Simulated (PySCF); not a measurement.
Exercise with solution: refractive index and permittivity of the vapour

F3HOTi, SMILES [OH][Ti]([F])([F])[F], multiplicity 1.

Coordinates come from a PBE0-D3(BJ)/def2-SVP optimisation. A frequency run showed that this geometry is not a minimum. The multiplicity is an assumed one; other spin states were not compared. The values are those of a single conformer.

PySCF with HF/def2-TZVP gives a mean static polarisability of 27.5 bohr³ and a dipole moment of 3.00 D. Take an ideal gas at 298.15 K and 0.1 bar, whether or not the substance is that volatile.

**Question.** Work out n − 1 in the optical limit and the static ε − 1.

**Answer.** 
Polarisability volume α' = 27.5 × 0.148185 = 4.08 Å³. Number density N = p/kT = 2.43e-6 Å⁻³.
Dilute limit of Lorentz–Lorenz: n − 1 = 2π N α' = 6.2e-5.
Orientation term of Debye: μ²/(3kT) = 8.098 Å³ × μ²(D²) = 72.88 Å³.
ε − 1 = 4π N (α' + μ²/3kT) = 0.0023. Orientation of the dipole supplies 95 % of the static response; it can't follow optical fields. Vibrational polarisation and dispersion are left out.
